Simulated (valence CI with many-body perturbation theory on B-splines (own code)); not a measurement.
Values are calculated unless marked as measured or tabulated.
Sensitivity of CI+MBPT for Ta⁵¹⁺

Level of theory: configuration interaction combined with many-body perturbation theory (CI+MBPT): four valence electrons over a frozen Dirac-Fock core [Ar], a basis of 6 s, 6 p, 5 d, 5 f, 1 g functions for each j, with the one-electron correlation potential Σ1 (screened to all orders), the two-electron term Σ2, the three-electron term Σ3, Breit, model QED; selected single and double excitations, second order for the rest, scaled by the run's own slope (own B-spline code, finite nucleus).

The last digits are not significant, and no measured levels were compared; by estimate large intervals hold to a few tenths of a per cent, small ones and those within an open d or f shell to about a per cent. Only levels of the ground parity were solved; by the run's estimate the other parity begins above the list, which can be wrong where configurations are misplaced.

The reference run has the lowest level (3d3/2^4) J=0 and an ionisation energy of 4745.16 eV. Its largest variational space holds 7994 state functions.

Levels are named by their leading jj configuration (3d3/2^4 stands for four electrons in 3d with j = 3/2), which in mixed levels can hold well under half, so a name can repeat and another be missing. Letters in brackets count levels of one name in rising energy.

Changed runs:
A. correlating orbitals by l 3 3 3 3 1 → 3 6 5 4 2
B. highest l with Σ1, explicit Σ2 and valence Breit (higher l get mean screening factors) 3 → 0
C. scale of Σ1 1 → 1.1; Breit term on → off
D. correlating orbitals by l 3 3 3 3 1 → 0 0 0 0 0 (bad on purpose)

Excitation energies of the reference run in cm⁻¹, and shifts in cm⁻¹:

| Level | Reference | A | B | C | D |
| --- | --- | --- | --- | --- | --- |
| (3d3/2^3 3d5/2) J=1 | 480857 | +70 | -5978 | +13745 | -1419 |
| (3d3/2^3 3d5/2) J=4 | 575878 | -5.2 | +6367 | +26336 | -518 |
| (3d3/2^3 3d5/2) J=2 | 599359 | +5.4 | +1736 | +19597 | -282 |
| (3d3/2^3 3d5/2) J=3 | 626667 | -8.2 | +2674 | +20427 | -24 |
| (3d3/2^2 3d5/2^2) J=0 [a] | 1030790 | +87 | -11427 | +25231 | -1658 |
| (3d3/2^2 3d5/2^2) J=2 [a] | 1036300 | +64 | -7964 | +27944 | -1331 |
| (3d3/2^2 3d5/2^2) J=4 [a] | 1053390 | +66 | -1422 | +37850 | -1777 |
| (3d3/2^2 3d5/2^2) J=3 [a] | 1069480 | +68 | -4383 | +32702 | -1553 |
| (3d3/2^2 3d5/2^2) J=5 | 1099060 | +30 | +4547 | +43892 | -1375 |
| (3d3/2^2 3d5/2^2) J=6 | 1121740 | +2.6 | +11365 | +52221 | -1247 |
| (3d3/2^2 3d5/2^2) J=1 | 1139420 | +20 | -3420 | +30236 | -480 |
| (3d3/2^2 3d5/2^2) J=3 [b] | 1165030 | -12 | +2831 | +35936 | -145 |
| Ionisation energy (eV) | 4745.16 | +0.023 | -0.07 | +4.88 | -0.50 |
